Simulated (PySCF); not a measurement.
Sn(OH)3(SH) (H4O3SSn), SMILES [OH][Sn]([OH])([SH])[OH].

Coordinates come from a PBE-D3(BJ)/def2-SVP optimisation. The structure was generated by enumeration; whether it is a known compound was not checked. The def2 effective core potentials stand for the cores of Sn; spin–orbit coupling is left out. The values are those of a single conformer.

Method: ωB97X/def2-TZVP (PySCF).

The molecule is in vacuum.

* **total energy**: -840.75338 hartree
* **highest occupied level**: -10.45 eV
* **lowest empty level**: -0.13 eV
* **orbital gap**: 10.32 eV
* **dipole moment**: 0.183 e·Å
* **quadrupole, principal values (traceless, Buckingham form, about the centre of nuclear charge)**: -3.96, 1.03, 2.93 D·Å
* **mean static polarisability**: 67.1 bohr³ (9.94 Å³)
* **polarisability, principal values**: 57.7, 62.6, 80.9 bohr³
